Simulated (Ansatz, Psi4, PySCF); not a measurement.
H$_{3}$S, charge +1, singlet, geometry from GFN2-xTB. Base run: PBE0/6-31G* in PySCF.

PySCF was given this input:
```python
from pyscf import gto, scf, dft

mol = gto.Mole()
mol.atom = '''
    S     0.008152   -0.006678    0.114753
    H    -0.525802    1.066360   -0.517771
    H     1.091325   -0.058028   -0.698085
    H    -0.695957   -0.901485   -0.620200
'''
mol.basis = '6-31g*'
mol.charge = 1
mol.spin = 0
mol.verbose = 4
mol.build()

mf = dft.RKS(mol)
mf.xc = 'pbe0'
mf.kernel()
```

The same geometry, method and basis name were run in Ansatz (a first-principles code) and Psi4 and PySCF, at each program's defaults and at the settings that a row names. The base is PySCF at its defaults. Differences at the defaults can come from grids, fitting, cores and function types together.

```
code and settings                                                                             ΔE vs base (mEh)  basis functions      E (Eh)  SCF cycles
--------------------------------------------------------------------------------------------  ----------------  ---------------  ----------  ----------
PySCF, defaults (exact integrals, its default grid, spherical functions)                                 0.000               24  -399.49497           7
Psi4, defaults (density fitting with its default set, its default grid, Cartesian functions)            -2.597               25  -399.49756           6
Ansatz, defaults (factorised integrals, its default grid, Cartesian functions)                          -2.553               25  -399.49752           -
PySCF, density fitting with def2-universal-jkfit                                                        -0.033               24  -399.49500           7
PySCF, fine grid                                                                                         0.000               24  -399.49497           7
Psi4, exact integrals, spherical functions, fine grid                                                    0.000               24  -399.49497           7
Ansatz, high accuracy, Cartesian functions as the basis file defines them                               -2.552               25  -399.49752           -
```
